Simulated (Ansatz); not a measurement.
Stretching the Ge6–H7 bond in CH6BeGe (SMILES [CH3][Be][GeH3]) (multiplicity 1 held, fragments rigid). Energies count from the point at 1.546 Å.
Geometry at that point (charge 0, multiplicity 1):
```xyz
9

Be    -0.1838     1.0492    -0.7546
C     -0.4193     2.3926    -1.7208
H     -1.2268     3.0309    -1.3459
H     -0.6826     2.1178    -2.7481
H      0.4784     3.0178    -1.7796
Ge     0.1264    -0.7213     0.5188
H      0.9812    -1.8178    -0.1578
H      0.8479    -0.3987     1.8478
H     -1.1919    -1.4196     0.9253
```

Restricted levels (R-, RO-) in cc, def2 and unpolarised 6-31G sets keep to the state of the molecule at rest. Unrestricted levels (U-) break spin symmetry where that is lower. Active spaces are followed from a long bond inwards. Curves can end on different states.

Cores are frozen in the correlated methods. Filled d and f shells under p-block atoms count as core.

The values were computed with Ansatz (Gaussian orbitals). 

Energies in eV.

```
R (Å)  R-HF/cc-pVDZ  U-SCS-MP2/cc-pVDZ  U-CCSD/cc-pVDZ  FIC-MRCISD+Q on CASSCF(2,2)/cc-pVDZ
-----  ------------  -----------------  --------------  -----------------------------------
1.237          1.32               1.33            1.34                                 1.34
1.392          0.26               0.27            0.27                                 0.27
1.546          0.00               0.00            0.00                                 0.00
1.701          0.17               0.16            0.14                                 0.14
1.855          0.55               0.52            0.49                                 0.48
2.087          1.30               1.23            1.15                                 1.13
2.319          2.08               2.22            1.83                                 1.76
2.706          3.27               3.03            2.73                                 2.58
3.092          4.26               3.29            3.21                                 3.06
3.556          5.19               3.38            3.38                                 3.32
4.175          6.11               3.42            3.42                                 3.43
4.948          6.85               3.42            3.43                                 3.45
```

Doubts at one or more of the structures used: a restricted determinant that unrestricted orbitals would lower (R-HF/cc-pVDZ); a spin-contaminated determinant (U-SCS-MP2/cc-pVDZ, U-CCSD/cc-pVDZ); T1 above 0.05 (U-CCSD/cc-pVDZ).

Ansatz is an electronic-structure program.
